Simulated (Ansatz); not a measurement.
Ansatz (an electronic-structure program) input (r2SCAN0/def2-TZVPD):

Ansatz 0.2 input:
```yaml
crystal:
  periodic: [false, false, false]
  atoms:
    - {symbol: Mo, position_ang: [-0.00000000, -0.00000000, -0.03962015]}
    - {symbol: H, position_ang: [0.00000000, 0.00000000, 1.66404644]}
basis:
  gaussian:
    orbitals: def2-TZVPD
hamiltonian:
  xc: {name: r2SCAN0}
magnetization: {spin_polarized: true, initial_magnetization: 3}
output: {forces: true}
```

Output:

```
Functional definition: r2SCAN0
integrals: 0.01 GiB planned
429 factors; their error is unknown
mean field: 0.17 GiB planned
mean field evaluation 1: about -1864.8507 eV, gradient 1.9e1 eV
mean field evaluation 2: about -1864.9560 eV, gradient 2.0e1 eV
mean field evaluation 4: about -1866.7158 eV, gradient 1.3e0 eV
mean field evaluation 8: about -1866.7311 eV, gradient 4.0e-2 eV
mean field evaluation 16: about -1866.8048 eV, gradient 4.2e-4 eV
mean field evaluation 32: about -1868.1448 eV, gradient 5.2e-2 eV
mean field evaluation 64: about -1866.9874 eV, gradient 1.3e0 eV
mean field evaluation 96: about -1868.0503 eV, gradient 1.7e0 eV
mean field -1868.14512847 eV, -68.6530671970 hartree, gradient 1.4e-7 eV, S^2 4.746124; 11 other end points of the search recorded, 0 dependent functions left out
the calculation of the forces begins
reference -1868.14514561 eV, -68.6530678270 hartree; 9, 6 occupied and 40, 43 virtual orbitals, 429 factors
Total energy: -1868.14514561 eV, -68.6530678270 hartree
Atom 0 at    -0.000000    -0.000000    -0.039620 Å, force    -0.000022    -0.000013     0.072099 eV/Å
Atom 1 at     0.000000     0.000000     1.664046 Å, force     0.000022     0.000013    -0.072099 eV/Å
Dipole moment:    -0.008485     0.014173    -0.556798 e Å
```

The spin state was set by rule; other spins were not relaxed.

The determinant is spin-contaminated: <S^2> is 4.75 against 3.75 for a pure state.
